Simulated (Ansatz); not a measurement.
The cluster Sr6. The state is a triplet with charge 0. Geometry PBE0/def2-SVP, that of the neutral singlet; atoms count from 1.

```xyz
6

Sr   -3.358   -1.860   -1.090
Sr    3.128    0.612    0.196
Sr   -0.662    1.439   -1.385
Sr    0.751   -2.476   -1.871
Sr    0.546    3.213    2.302
Sr   -0.405   -0.927    1.848
```

In the def2 sets Sr takes a core potential; there is no spin–orbit coupling. At PBE0/def2-TZVP a singlet of charge 0 lies 0.46 eV below the triplet at the same geometry. That singlet is doubtful there (restricted singlet, unstable towards broken spin symmetry at other levels and untested here). The structure comes from a short search, and lower isomers may exist.

(1) Estimate the Mulliken populations from the PBE0/def2-TZVP orbitals of Ansatz.

(2) Where does the spin sit?

(3) And the Mayer bond orders between bonded heavy atoms (over 0.3)?

Answers

(1) 
```
atom  charge (e)  spin (α − β)
 Sr1       -0.07          0.28
 Sr2        0.03          0.50
 Sr3        0.04          0.21
 Sr4        0.03          0.50
 Sr5       -0.07          0.29
 Sr6        0.04          0.21
```
Mulliken values and Mayer orders depend strongly on the basis.

(2) Summed by element: Sr 2.00, of 2 unpaired in all. Largest on single atoms: Sr4 0.50, Sr2 0.50, Sr5 0.29.

(3) Sr1–Sr3 0.42 (4.27 Å); Sr1–Sr4 0.47 (4.23 Å); Sr1–Sr6 0.39 (4.27 Å); Sr2–Sr3 0.32 (4.19 Å); Sr2–Sr4 0.56 (4.41 Å); Sr2–Sr5 0.47 (4.23 Å); Sr2–Sr6 0.34 (4.19 Å); Sr3–Sr4 0.34 (4.19 Å); Sr3–Sr5 0.39 (4.27 Å); Sr3–Sr6 0.39 (4.01 Å); Sr4–Sr6 0.32 (4.19 Å); Sr5–Sr6 0.42 (4.27 Å).
